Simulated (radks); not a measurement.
Rh2+, configuration [Kr] 4d7 (the NIST ground configuration). Method: Dirac Kohn-Sham, exchange-only B88, spin-unpolarised, spherical densities, finite nucleus; open shells fill j = l - 1/2 first; Fermi nuclear charge, rms radius 4.4945 fm; computed with a radial shooting solver on a logarithmic mesh with Libxc functionals.

Unscreened Slater integrals over Kohn-Sham orbitals (cm^-1). Large and small components are both included.

F0(4d5/2,4d5/2): 136370
F2(4d5/2,4d5/2): 67528
F4(4d5/2,4d5/2): 43926
F0(4d5/2,4d3/2): 137140
F2(4d5/2,4d3/2): 67915
G2(4d5/2,4d3/2): 67886
G4(4d5/2,4d3/2): 44169
F0(4d5/2,4p3/2): 154680
F2(4d5/2,4p3/2): 75338
G1(4d5/2,4p3/2): 94280
G3(4d5/2,4p3/2): 57405
F0(4d5/2,4p1/2): 156210
G3(4d5/2,4p1/2): 56772
F0(4d3/2,4d3/2): 137930
F2(4d3/2,4d3/2): 68320
F0(4d3/2,4p3/2): 155800
F2(4d3/2,4p3/2): 76175
G1(4d3/2,4p3/2): 95592
G3(4d3/2,4p3/2): 58228
F0(4d3/2,4p1/2): 157370
G1(4d3/2,4p1/2): 94755
F0(4p3/2,4p3/2): 182130
F2(4p3/2,4p3/2): 95428
F0(4p3/2,4p1/2): 184670
G2(4p3/2,4p1/2): 96520
F0(4p1/2,4p1/2): 187350
